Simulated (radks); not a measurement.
Results of a calculation; reference values are marked as such.
Q: F2+, 7 electrons, occupied as [He] 2s2 2p3 (the NIST ground configuration). Level of theory: Dirac Kohn-Sham, Slater X-alpha with alpha = 1.037, spin-unpolarised, spherical densities, finite nucleus; open shells fill j = l - 1/2 first; Fermi nuclear charge, rms radius 2.8976 fm (a radial shooting solver on a logarithmic mesh with Libxc functionals). Some entries of the table are withheld. Estimate them.

| orbital | occ. | eigenvalue (eV) | <r^2> (bohr^2) |
|---|---|---|---|
| 1s1/2 | 2 | -741.3209 | 0.04083 |
| 2s1/2 | 2 | -75.8761 | (1) |
| 2p1/2 | 2 | (2) | (3) |
| 2p3/2 | 1 | (4) | (5) |

A: 
(1) 2s1/2 <r^2> (bohr^2): 0.9335
(2) 2p1/2 eigenvalue (eV): -57.0155
(3) 2p1/2 <r^2> (bohr^2): 0.8910
(4) 2p3/2 eigenvalue (eV): -56.9144
(5) 2p3/2 <r^2> (bohr^2): 0.8935
